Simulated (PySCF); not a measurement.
B(F)2(OH) (BF2HO), SMILES FB(F)O.

Geometry: B3LYP-D3(BJ)/def2-TZVP. The values are those of a single conformer.

Calculation: B3LYP-D3(BJ)/def2-TZVP run with PySCF.

No scaling factor is applied to the harmonic values.

```
mode  ν (cm⁻¹)  IR (km/mol)  moving atoms (share of kinetic energy)
----  --------  -----------  --------------------------------------
1          442         19.0           F 49 %, O 28 %, H 15 %, B 8 %
2          476         11.7                   F 70 %, O 20 %, B 9 %
3          540        100.6                                  H 90 %
4          684        101.2                          B 82 %, F 10 %
5          882          5.6                          F 65 %, O 32 %
6         1000        117.8                   H 75 %, O 15 %, F 8 %
7         1424        445.6                          B 73 %, F 18 %
8         1485        415.1                  B 75 %, O 13 %, F 10 %
9         3843         95.6                                  H 94 %
```
